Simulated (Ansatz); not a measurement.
SiHMe2Br (C2H7BrSi), relaxed as a singlet with RKS r2SCAN-D4/def2-SVP in Ansatz, starting from the GFN2-xTB geometry. Force threshold 0.02 eV/Å.

Start:

```xyz
11

Si    0.137    0.499    0.458
H    -0.485    1.659    1.089
C     0.351    0.706   -1.411
H     0.956    1.577   -1.644
H    -0.609    0.829   -1.904
H     0.841   -0.160   -1.852
C    -0.714   -1.130    0.908
H    -0.774   -1.256    1.986
H    -0.172   -1.984    0.509
H    -1.725   -1.166    0.514
Br    2.193    0.426    1.346
```

```
step  energy (eV)  largest force component (eV/Å)  SCF passes
   1  -80099.3352                           1.063          17
   2  -80099.3843                           0.313          18
   3  -80099.3929                           0.086          19
   4  -80099.3934                           0.023          19
   5  -80099.3935                           0.026          19
   6  -80099.3935                           0.005          13
```

Force components are those of the run's own axes.

End:

```xyz
11

Si    0.175    0.473    0.454
H    -0.512    1.649    1.064
C     0.351    0.695   -1.393
H     0.905    1.615   -1.633
H    -0.644    0.760   -1.866
H     0.889   -0.156   -1.841
C    -0.710   -1.112    0.897
H    -0.778   -1.239    1.989
H    -0.180   -1.986    0.485
H    -1.734   -1.105    0.488
Br    2.238    0.407    1.357
```

By distances, no bond broke or formed. The bond that changes most is Si1–H2, from 1.46 to 1.49 Å (atoms count from 1).

No frequencies were taken in this run, so the end may be a saddle point.

Run time 7.5 s (4 threads of Intel Xeon on a shared host).
